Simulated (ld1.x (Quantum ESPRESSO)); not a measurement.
## Ranking TM potentials for Ru (Z = 44)

All share these settings but for the change named:

```
Element                 : Ru
Generator               : ld1.x (Quantum ESPRESSO) 7.5
Type                    : norm-conserving Troullier–Martins (Kleinman–Bylander form)
Functional              : LDA (PZ)
Relativity              : scalar-relativistic
Frozen core             : [Kr]
Valence charge          : 8
Reference configuration : 4d6.5 5s0 5p0 (charge +1.5)
Partial waves           : 5s (bound, empty): rc 2.60 bohr; 5p (bound, empty): rc 2.65 bohr; 4d (bound): rc 1.45 bohr
Local potential         : all-electron potential smoothed inside 2.15 bohr (lloc = -2)
Core correction         : Bessel-smoothed model core inside 0.70 bohr
```

Cutoff: the first of the cutoffs (Ry, on a coarse ladder) from which the occupation-weighted sum of valence levels, in a spherical-Bessel basis at the reference potential, stays within 10 and 1 mRy of its value at 400 Ry; the density cutoff is not measured.

The base gives 55 Ry.

Of 6 variants that were run, those that failed, showed a ghost or another fault, or gave nearly equal values are left out.

A variant can come out equal or close to the base.

(1) Rank these variants from softest to hardest (loose cutoff).
A. wave 4d (bound): rc 1.45 bohr becomes 4d (bound): rc 0.94 bohr
B. wave 4d (bound): rc 1.45 bohr becomes 4d (bound): rc 2.18 bohr
C. wave 4d (bound): rc 1.45 bohr becomes 4d (bound): rc 1.64 bohr
D. wave 4d (bound): rc 1.45 bohr becomes 4d (bound): rc 1.22 bohr

Results:

(1) B (40 Ry), C (50 Ry), D (70 Ry), A (180 Ry).
